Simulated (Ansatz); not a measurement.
Basis sets compared for Mg₂S₂ (the lowest singlet isomer of a short search). Charge 0, multiplicity 1. Geometry r2SCAN-D4/def2-TZVP. Ansatz on 4 threads of Arm Neoverse V2 on a shared host; times are rough, and most runs start from earlier orbitals.

```
atom    x (Å)    y (Å)    z (Å)
 Mg1   0.9071  -0.0938  -0.9386
 Mg2  -0.9071   0.0938   0.9386
  S3  -1.1880   0.8322  -1.2313
  S4   1.1880  -0.8322   1.2313
```

The structure comes from a short search, and lower isomers may exist.

Binding counts from free atoms (Mg singlet, S triplet) in the same basis, without a counterpoise term.

| level | functions | energy (Eh) | HOMO (eV) | LUMO (eV) | binding per atom (eV) | wall time |
| --- | --- | --- | --- | --- | --- | --- |
| PBE-D4/def2-SVP | 72 | -1195.6966 | -5.01 | -3.33 | 2.39 | 0.6 s |
| PBE-D4/def2-TZVP | 138 | -1196.1171 | -5.09 | -3.29 | 2.41 | 0.95 s |
| r2SCAN-D4/def2-TZVP (with forces) | 138 | -1196.6003 | -5.27 | -2.93 | 2.49 | 2.6 s |
| PBE0-D4/def2-SVP | 72 | -1195.7989 | -6.06 | -2.69 | 2.34 | 0.85 s |
| PBE0-D4/def2-TZVP | 138 | -1196.2168 | -6.12 | -2.64 | 2.37 | 1.3 s |

Estimate the rows for PBE-D4/def2-TZVPD, r2SCAN-D4/def2-TZVPD, PBE0-D4/def2-TZVPD.


| level | functions | energy (Eh) | HOMO (eV) | LUMO (eV) | binding per atom (eV) | wall time |
| --- | --- | --- | --- | --- | --- | --- |
| PBE-D4/def2-TZVPD | 162 | -1196.1186 | -5.12 | -3.31 | 2.41 | 1.6 s |
| r2SCAN-D4/def2-TZVPD | 162 | -1196.6015 | -5.28 | -2.93 | 2.50 | 3.1 s |
| PBE0-D4/def2-TZVPD | 162 | -1196.2182 | -6.14 | -2.65 | 2.37 | 2 s |
